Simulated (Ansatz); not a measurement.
# An elementary step

Start structure (CH$_{7}$NSn, singlet), relaxed at PBE0-D4/def2-TZVP:

```
10
angstrom
Sn -1.2473 -1.6451 0.3230
H 1.4088 -0.6544 -0.0979
N 0.5644 -0.1328 0.1071
C 0.3437 0.9230 -0.8814
H 0.6684 0.2526 1.0382
H -0.4769 -2.0628 1.8742
H -2.0661 -0.2407 1.0531
H 1.1782 1.6270 -0.9405
H -0.5637 1.4652 -0.6155
H 0.1905 0.4681 -1.8605
```

The step: CH₇NSn ([CH3][NH2][SnH2]) → CH₅NSn ([CH3][N][SnH2]) + H₂; bonds formed: H2–H5; dative contacts that become bonds: Sn1–N3; bonds broken: H2–N3, N3–H5. Program: Ansatz 0.2.0. Basis: def2-TZVPP and def2-QZVPP. Cores are frozen in the correlated methods. Filled d shells of the heavier atoms are correlated. Core potentials replace the inner electrons of the atoms past krypton. The def2 sets are not built for correlating such inner shells, so the correlated values are less sure here. Extrapolation: Hartree–Fock as exp(−7.88 √X), correlation as X^−2.97. Energies below are by CCSD(T) at an estimated basis limit (MP2 extrapolated from triple and quadruple zeta, plus CCSD(T) − MP2 in triple zeta).

Problem. What are the electronic barrier and the energy of the step, from the start structure to the end structure? (To be estimated.)

Solution. Computed: Barrier 396.9 kJ/mol; step energy 272.8 kJ/mol (uphill); reverse barrier, their difference, 124.1 kJ/mol. Barrier and step energy count from the start structure, the reverse barrier from the end structure.

The saddle point: One imaginary mode of 1055i cm⁻¹.
```csv
pair,start (Å),saddle (Å),end (Å)
Sn1–N3,2.37,2.03,1.89
H2–H5,1.63,1.05,0.75
H2–N3,1.01,1.12,2.50
N3–H5,1.01,1.84,3.24
```

Zero-point energy (harmonic, PBE0-D4): ZPE is 207.4 kJ/mol at the start and 174.6 kJ/mol at the saddle, so the barrier goes from 396.9 to 364.1 kJ/mol.

First-order rate constant out of the start structure at 498 K by transition-state theory, with harmonic vibrational free energies alone and no tunnelling: ΔA‡ = 366.2 kJ/mol, so k = (kB T/h) exp(−ΔA‡/kB T) ≈ 10^-25 s⁻¹ (an order of magnitude at best: rotation, the number of equivalent paths and anharmonicity are left out).

T1 diagnostic: at most 0.025. The restricted Hartree–Fock reference is unstable towards an unrestricted one at one or more of these structures. A large double-excitation amplitude points to some diradical character; no triplet was computed.

Labels in which every atom is bracketed show which atoms are joined, not bond orders.

For scale, one of the runs: CCSD(T)/def2-TZVPP, 210 basis functions, launched by `ansatz run in.yaml --threads 4 --pin off --events-out ev --progress --plain --max-ram 9574MiB`. The run took 66 s on 4 CPU threads of an Arm Neoverse V2 (shared host), with 3.2 GiB of host memory at its peak.
